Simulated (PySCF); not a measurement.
Lewis adduct: BH3 (SMILES B) (first 4 atoms) with PH3 (SMILES P); geometry from B3LYP-D3(BJ)/def2-TZVP.
(charge 0, multiplicity 1):
```
atom    x (Å)    y (Å)   z (Å)
----  -------  -------  ------
B     -0.0303  -0.0774  0.6721
H      1.0967  -0.4211  0.4177
H     -0.8416  -0.9688  0.6552
H     -0.3837   0.9320  0.1159
P      0.0544   0.4299  2.5320
H     -1.1256   0.8877  3.1451
H      0.4453  -0.5473  3.4648
H      0.9304   1.4694  2.8927
```

Monomers are frozen at their geometry in the pair; levels with a basis set take the counterpoise correction. Rows marked so take none.

Rows in 3-21G, 6-31G* carry no dispersion term and start afresh at each structure (6-31G* with six Cartesian d functions).

Programs: PySCF for 3-21G rows, 6-31G* rows, M06-2X. 

Problem. One of these levels gives -21.50 kcal/mol for the interaction energy. Name it.
(A) M06-2X/def2-TZVPPD
(B) B3LYP/3-21G (no counterpoise)
(C) HF/6-31G*

Solution. C, HF/6-31G*. The others give -31.85 (B3LYP/3-21G (no counterpoise)), -37.57 (M06-2X/def2-TZVPPD)
